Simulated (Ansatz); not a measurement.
# Molecular dynamics of C₂H₁₁BSi₂

input.yaml

```yaml
crystal:
  periodic: [false, false, false]
  atoms:
    - { symbol: B, position_ang: [-1.917592, -1.491359, -1.095749] }
    - { symbol: Si, position_ang: [-0.008992, -1.577002, -0.510732] }
    - { symbol: C, position_ang: [1.234572, -0.161654, -0.499874] }
    - { symbol: C, position_ang: [0.840892, 1.282397, -0.02765] }
    - { symbol: Si, position_ang: [-0.078946, 1.49751, 1.602366] }
    - { symbol: H, position_ang: [-2.45359, -2.538934, -1.299785] }
    - { symbol: H, position_ang: [-2.72087, -0.580462, -1.140615] }
    - { symbol: H, position_ang: [0.701922, -2.603066, -1.239599] }
    - { symbol: H, position_ang: [-0.102097, -2.093947, 0.879527] }
    - { symbol: H, position_ang: [1.55611, -0.103971, -1.585692] }
    - { symbol: H, position_ang: [2.108812, -0.602037, 0.017082] }
    - { symbol: H, position_ang: [0.229523, 1.722838, -0.802355] }
    - { symbol: H, position_ang: [1.727817, 1.95343, 0.07676] }
    - { symbol: H, position_ang: [0.808508, 1.53746, 2.730183] }
    - { symbol: H, position_ang: [-0.800833, 2.807622, 1.597724] }
    - { symbol: H, position_ang: [-1.158373, 0.520506, 1.869009] }
basis:
  gaussian: { orbitals: STO-3G }
hamiltonian:
  xc: pbe
  dispersion: d4
md:
  timestep: 1.0
  n_steps: 166
  ensemble: nve
  temperature: 400.0
  initial_velocities: maxwell_boltzmann
  seed: 335400
  masses: [{ species: H, mass: 2.014 }]
scf:
  lower_state_search: "off"
```

Launched with:

```bash
$ ansatz run input.yaml --threads 1 --pin off --max-ram 2048MiB --backend cpu --events-out ev --progress --plain --runs-dir out
```

It goes on from the last frame of an earlier run, with new velocities.

Output, in part (step lines, the closing report, with atoms numbered from 0):

```
md step     0: t =     0.00 fs  T =   400.0 K  F+E_penalty+E_count = -18454.18864192 eV  E_kin = 0.723856 eV  conserved = -18453.46478593 eV  (13 SCF iters)
[... lines left out ...]
Total energy: -18454.16614648 eV, -678.1780972002 hartree
Atom 0 at    -1.780540    -1.089501    -0.771577 Å, force     1.057247     1.175242    -0.606259 eV/Å
Atom 1 at     0.109198    -1.548982    -0.379076 Å, force    -0.990419    -1.973611    -0.279096 eV/Å
Atom 2 at     1.318426    -0.146985    -0.551694 Å, force     0.482036     0.286638     1.041988 eV/Å
Atom 3 at     0.690075     1.207529    -0.156079 Å, force    -1.148158     1.240188    -1.411392 eV/Å
Atom 4 at    -0.230805     1.311794     1.449195 Å, force    -0.099632    -0.936349     1.938028 eV/Å
Atom 5 at    -2.699632    -1.564720    -0.235184 Å, force    -0.413851    -0.215062     0.098800 eV/Å
Atom 6 at    -1.950172    -0.293547    -1.687405 Å, force    -0.090680    -0.816169     0.891112 eV/Å
Atom 7 at     0.251135    -2.603025    -1.433050 Å, force     0.292304     0.603847     0.319003 eV/Å
Atom 8 at     0.426366    -2.303508     0.853145 Å, force    -0.350137     0.426824    -0.263002 eV/Å
Atom 9 at     1.659549    -0.026275    -1.566768 Å, force     0.523282    -0.167823    -1.103226 eV/Å
Atom 10 at     2.216766    -0.336743     0.086521 Å, force    -0.369100     0.015260    -0.292227 eV/Å
Atom 11 at     0.034332     1.579916    -1.012629 Å, force     0.614081    -0.474407     0.903998 eV/Å
Atom 12 at     1.457524     1.972961    -0.049174 Å, force     0.814587     0.380829    -0.263704 eV/Å
Atom 13 at     0.544500     0.381702     2.372894 Å, force    -1.026098     0.884866    -0.618498 eV/Å
Atom 14 at    -0.249410     2.655661     2.032577 Å, force     0.260586    -0.149065    -0.236046 eV/Å
Atom 15 at    -1.660774     0.958137     1.376326 Å, force     0.443953    -0.281209    -0.119481 eV/Å
Dipole moment:     0.095025     0.095532    -0.031534 e Å
```

The steps, from the saved trajectory:

| time (fs) | T (K) | potential energy less start (eV) | conserved less start (meV/atom) |
| --- | --- | --- | --- |
| 0 | 400 | 0.000 | 0.00 |
| 5 | 273 | 0.235 | 0.35 |
| 10 | 227 | 0.321 | 0.52 |
| 15 | 357 | 0.077 | 0.00 |
| 20 | 318 | 0.150 | 0.12 |
| 25 | 267 | 0.248 | 0.48 |
| 30 | 315 | 0.161 | 0.39 |
| 35 | 340 | 0.111 | 0.10 |
| 40 | 308 | 0.170 | 0.23 |
| 45 | 336 | 0.124 | 0.44 |
| 50 | 355 | 0.087 | 0.33 |
| 55 | 345 | 0.100 | 0.05 |
| 60 | 293 | 0.197 | 0.24 |
| 65 | 366 | 0.069 | 0.42 |
| 70 | 404 | -0.004 | 0.27 |
| 75 | 309 | 0.167 | 0.22 |
| 80 | 359 | 0.077 | 0.15 |
| 85 | 390 | 0.025 | 0.40 |
| 90 | 326 | 0.141 | 0.42 |
| 95 | 310 | 0.165 | 0.09 |
| 100 | 296 | 0.191 | 0.16 |
| 105 | 284 | 0.218 | 0.46 |
| 110 | 341 | 0.111 | 0.24 |
| 115 | 282 | 0.215 | 0.13 |
| 120 | 212 | 0.344 | 0.21 |
| 125 | 281 | 0.220 | 0.24 |
| 130 | 272 | 0.238 | 0.46 |
| 135 | 285 | 0.211 | 0.16 |
| 140 | 271 | 0.237 | 0.18 |
| 145 | 364 | 0.069 | 0.23 |
| 150 | 360 | 0.079 | 0.45 |
| 155 | 350 | 0.094 | 0.18 |
| 160 | 373 | 0.048 | -0.02 |
| 165 | 336 | 0.122 | 0.43 |

The run went to its last step. The conserved energy stayed within 0.63 meV per atom of its start (net change 0.14 meV per atom), so the integration is sound. A run of 0.17 ps of so small a system gives no equilibrium averages. Limits of this set-up: minimal basis.

The same pairs are bonded in the first frame and the last. Pairs count as bonded within 1.25 times the sum of covalent radii (0.12 Å more for H–H).

Last frame:

```xyz
16
Properties=species:S:1:pos:R:3
B -1.780 -1.089 -0.772
Si 0.109 -1.549 -0.379
C 1.318 -0.147 -0.552
C 0.690 1.208 -0.156
Si -0.231 1.312 1.449
H -2.700 -1.565 -0.235
H -1.950 -0.293 -1.687
H 0.251 -2.603 -1.433
H 0.426 -2.304 0.853
H 1.659 -0.026 -1.567
H 2.217 -0.337 0.086
H 0.034 1.580 -1.013
H 1.458 1.973 -0.049
H 0.544 0.382 2.373
H -0.249 2.656 2.033
H -1.661 0.958 1.376
```

Run time: 6 min on 1 thread of Arm Neoverse V2 (shared host), peak memory 0.088 GiB.
